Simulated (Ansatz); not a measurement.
BiBrH2 (SMILES [Br][BiH2]) moved off its minimum; all values from Ansatz (an electronic-structure program), cores frozen in correlated methods. Elements past Kr take the def2 small-core potentials, without spin–orbit coupling.
(charge 0, multiplicity 1)
```xyz
4

Bi    -0.4376    -0.4771     0.5293
H     -1.8292    -0.0927    -0.5504
H      0.0223    -1.9272    -0.6818
Br     1.0648     1.2994    -0.9194
```

Problem. Give the forces (eV/Å), the total energy and the dipole at CCSD(T)/def2-TZVPPD.

Solution. 
```json
[
 {"atom": "Bi1", "Fx": "0.798", "Fy": "-0.285", "Fz": "-1.550"},
 {"atom": "H2", "Fx": "-0.078", "Fy": "-0.068", "Fz": "0.128"},
 {"atom": "H3", "Fx": "-0.307", "Fy": "0.903", "Fz": "0.867"},
 {"atom": "Br4", "Fx": "-0.413", "Fy": "-0.551", "Fz": "0.555"}
]
```
Energy -2787.4802 hartree, dipole 3.87 D.
